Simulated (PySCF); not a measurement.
Excitations are Tamm–Dancoff values on a coarser integration grid. The basis has no diffuse functions, so Rydberg states are missing or too high.

Cartesian coordinates (Å):
SMILES: N[SiH](N)N
```xyz
11

N     -0.5124     1.4993    -0.4609
Si     0.1339    -0.0853    -0.3053
N      1.3045     0.0720     0.9351
N     -0.7976    -1.4444     0.1826
H     -0.8727     1.9931     0.3420
H     -1.0057     1.7623    -1.2998
H      0.5511    -0.4291    -1.6935
H      1.9158     0.8730     0.9502
H      1.7569    -0.7490     1.3048
H     -1.2071    -1.4877     1.1039
H     -1.3648    -1.9361    -0.4902
```
Charge 0, multiplicity 1.

### Question
Give the T1 excitation (TDA), HOMO–LUMO gap and dipole moment at the level r2SCAN-D4/def2-TZVP (PySCF 2.14.0).

### Answer

```
Item                    Result
-------------------  ---------
T1 excitation (TDA)    6.42 eV
HOMO–LUMO gap          6.77 eV
dipole moment        0.244 e·Å
```
